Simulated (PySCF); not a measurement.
A species of formula C4H11AsGe has this rotational fingerprint, computed with PySCF, PBE0-D3(BJ)/def2-SVP geometry optimisation, gas phase:

| Item | Value |
| --- | --- |
| Rotational constants | A = 2238, B = 905.6, C = 844.4 MHz |
| Dipole components | \|μa\| = 0.41 D, \|μb\| = 0.66 D, \|μc\| = 0.50 D |
| Inertial defect | -185.40 u·Å² |
| κ | -0.91 |

Problem. Which structure is it? (One computed conformer of each.)
A. `[CH2:1]=[C:2]([CH3:3])[GeH2:4][AsH:5][CH3:6]` with C1–C2–Ge4–As5 111°, C2–Ge4–As5–C6 -67°
B. `[CH2:1]=[CH:2][CH2:3][CH2:4][AsH:5][GeH3:6]` with C1–C2–C3–C4 -119°, C2–C3–C4–As5 -63°, C3–C4–As5–Ge6 -168°
C. `[CH3:1][C@@H:2]1[CH2:3][CH2:4][Ge@H:5]1[AsH2:6]` with C4–Ge5–As6–H 65° and 157°, C1–C2–C3–C4 -150°, C2–C3–C4–Ge5 24°, C3–C4–Ge5–As6 -139°, C1–C2–Ge5–C4 140°

Solution. A. It is C=[C](C)[GeH2][AsH]C, a near-prolate asymmetric top, point group C1. The candidates at the same level (rigid rotor, commonest isotopes):

| SMILES | A (MHz) | B (MHz) | C (MHz) | μa (D) | μb (D) | μc (D) | Δ (u·Å²) | point group | rotor |
| --- | --- | --- | --- | --- | --- | --- | --- | --- | --- |
| C[C@@H]1C[CH2][Ge@H]1[AsH2] | 3155 | 809.3 | 715.0 | 0.87 | 0.32 | 0.41 | -77.82 | C1 | near-prolate asymmetric top |
| C=[C](C)[GeH2][AsH]C | 2238 | 905.6 | 844.4 | 0.41 | 0.66 | 0.50 | -185.40 | C1 | near-prolate asymmetric top |
| C=CCC[AsH][GeH3] | 4408 | 546.7 | 518.6 | 0.29 | 0.82 | 0.52 | -64.57 | C1 | near-prolate asymmetric top |

`C=CCC[AsH][GeH3]` has A 97 % too high; `C[C@@H]1C[CH2][Ge@H]1[AsH2]` has A 41 % too high. No structure here is proved a minimum.
